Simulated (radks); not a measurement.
The numbers below are computed, except where a source is named.
Effect of the nuclear size on the sulfur ion S+, [Ne] 3s2 3p3. Level of theory: Dirac Kohn-Sham, LDA (Slater exchange, Perdew-Wang correlation), spin-unpolarised, spherical densities, finite nucleus; open shells fill j = l - 1/2 first; Fermi nuclear charge, rms radius 3.2611 fm (a radial shooting solver on a logarithmic mesh with Libxc functionals). The rms radius is varied about that value; shifts are against it.

rms radius (fm),total energy shift (eV),density at nucleus (e/bohr^3),1s1/2 shift (meV),2s1/2 shift (meV)
2.8306,-0.00249,2931,-1.05,-0.073
2.9546,-0.00181,2929,-0.759,-0.053
3.2611,0,2924,0.000,0.000
3.4731,0.00135,2921,0.568,0.040
4.0144,0.00519,2914,2.18,0.152

Slopes of the eigenvalues against <r^2> in GHz/fm^2, as finite differences over the two radii next to the reference (eigenvalue slopes, not the field-shift constants of lines): 1s1/2 96.3, 2s1/2 6.73.
